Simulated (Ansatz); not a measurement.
Total energies of Sn₂₁H₃₂, a nanocrystal cut from cubic tin from Ansatz at BHLYP-D4/def2-TZVP, gas phase (1 Eh = 27.2114 eV = 2625.5 kJ/mol). The reference geometry is relaxed at PBE-D4/def2-SVP.

```xyz
53

Sn    3.346    1.799    4.344
Sn   -4.045    3.576    1.821
Sn   -2.585    2.978   -2.627
Sn    0.435    2.403    0.814
Sn    0.196   -1.387    3.418
Sn   -2.750   -0.802   -0.062
Sn    1.676   -1.719   -0.931
Sn    4.592   -2.341    2.590
Sn   -1.332   -1.187   -4.391
Sn   -1.405   -5.189   -1.889
Sn   -1.351    3.605    2.639
Sn    3.030    2.937    1.790
Sn    2.835   -0.970    4.313
Sn    0.032    3.532   -1.739
Sn   -4.366    4.299   -0.881
Sn   -3.082    0.202   -2.670
Sn    4.349   -1.444   -0.065
Sn    1.353   -0.859   -3.598
Sn   -0.098   -0.369    0.801
Sn    1.083   -4.474   -0.782
Sn   -1.882   -3.955   -4.374
H     4.932    2.119    4.977
H     2.207    2.555    5.416
H    -4.962    4.678    2.806
H    -4.706    1.991    2.071
H    -2.802    3.616   -4.236
H    -0.939   -0.597    4.471
H    -0.190   -3.082    3.421
H    -3.851   -0.025    1.036
H    -3.104   -2.502   -0.015
H     6.231   -2.195    3.150
H     4.189   -4.030    2.627
H    -1.539   -0.585   -6.015
H    -2.673   -4.759   -0.785
H    -1.470   -6.915   -2.100
H    -0.874    5.262    2.877
H    -1.197    2.819    4.183
H     3.236    4.661    1.891
H     4.240    2.334    0.701
H     3.024   -1.598    5.929
H     0.238    5.256   -1.620
H     1.225    2.945   -2.855
H    -4.092    6.010   -1.020
H    -6.010    4.015   -1.370
H    -4.721   -0.065   -3.204
H     4.880    0.203   -0.201
H     5.365   -2.403   -1.100
H     1.875    0.788   -3.769
H     2.369   -1.833   -4.621
H     1.151   -4.978    0.882
H     2.326   -5.358   -1.619
H    -3.524   -4.245   -4.864
H    -0.865   -4.716   -5.560
```

| state | geometry | energy (Eh) |
| --- | --- | --- |
| charge 0 singlet | reference | -4518.64788 |
| charge 1 doublet | reference | -4518.36380 |
| charge -1 doublet | reference | -4518.69200 |
| free Sn atom (triplet) | – | -214.18811 |
| free H atom (doublet) | – | -0.49854 |

In the def2 sets Sn takes a core potential; there is no spin–orbit coupling. Single mean-field runs in def2-TZVP are fitted with def2-universal-jkfit.

Q: Work out the vertical ionisation energy to the doublet.

A: E(charge 1 doublet) − E(charge 0 singlet) = -4518.36380 − (-4518.64788) = 0.28408 Eh = 7.73 eV. For comparison, −ε of the highest occupied level is 7.30 eV at this level, 0.43 eV less.

Q: Work out the vertical electron affinity, to the doublet.

A: E(charge 0 singlet) − E(charge -1 doublet) = -4518.64788 − (-4518.69200) = 0.04412 Eh = 1.20 eV. The basis lacks diffuse functions, which makes affinities too small.

Q: Give the fundamental gap IE − EA, the Mulliken electronegativity (IE + EA)/2 and the hardness (IE − EA)/2.

A: From the values in Eh: IE − EA = 0.28408 − 0.04412 = 0.23996 Eh = 6.53 eV; (IE + EA)/2 = 4.47 eV; (IE − EA)/2 = 3.26 eV. The HOMO–LUMO gap of the same run is 5.83 eV, 0.70 eV smaller than the fundamental gap.

Q: What is the binding energy per atom against free atoms?

A: Atoms: 21 × (-214.18811) + 32 × (-0.49854) = -4513.90359 Eh. Binding: -4513.90359 − (-4518.64788) = 4.74429 Eh = 129.10 eV, or 2.44 eV for each of 53 atoms (no zero-point energy, no counterpoise term).
